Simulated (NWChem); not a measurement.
Species: CH$_{6}$OSi; SMILES C[SiH2]O

```xyz
9

Si     0.4964     0.0958     0.0019
C     -0.4539    -1.5293    -0.0206
O     -0.4928     1.4424    -0.0682
H      1.3605     0.2015    -1.1998
H      1.3551     0.1257     1.2250
H     -1.1058    -1.6393     0.8545
H      0.2466    -2.3744    -0.0162
H     -1.0770    -1.6142    -0.9180
H     -1.0634     1.5963     0.6970
```
Atoms are numbered in this order, from 1.

Geometry: optimised at B3LYP/6-31G* (spherical d).

Problem. List the 4 lowest vertical singlet excitations and the 4 lowest triplet ones from CAM-B3LYP/6-31+G* (spherical d), TDA (NWChem).

Solution. 
```json
[
 {"state": "S1", "energy (eV)": "7.04", "oscillator strength": "0.019", "leading excitation (squared amplitude)": "HOMO → LUMO (0.79)"},
 {"state": "S2", "energy (eV)": "7.80", "oscillator strength": "0.014", "leading excitation (squared amplitude)": "HOMO−1 → LUMO (0.76)"},
 {"state": "S3", "energy (eV)": "7.93", "oscillator strength": "0.069", "leading excitation (squared amplitude)": "HOMO → LUMO+1 (0.77)"},
 {"state": "S4", "energy (eV)": "8.44", "oscillator strength": "0.070", "leading excitation (squared amplitude)": "HOMO−1 → LUMO+1 (0.65)"},
 {"state": "T1", "energy (eV)": "6.72", "oscillator strength": "spin-forbidden", "leading excitation (squared amplitude)": "HOMO → LUMO (0.74)"},
 {"state": "T2", "energy (eV)": "7.48", "oscillator strength": "spin-forbidden", "leading excitation (squared amplitude)": "HOMO−1 → LUMO (0.62)"},
 {"state": "T3", "energy (eV)": "7.64", "oscillator strength": "spin-forbidden", "leading excitation (squared amplitude)": "HOMO → LUMO+1 (0.68)"},
 {"state": "T4", "energy (eV)": "8.14", "oscillator strength": "spin-forbidden", "leading excitation (squared amplitude)": "HOMO−1 → LUMO+1 (0.41)"}
]
```
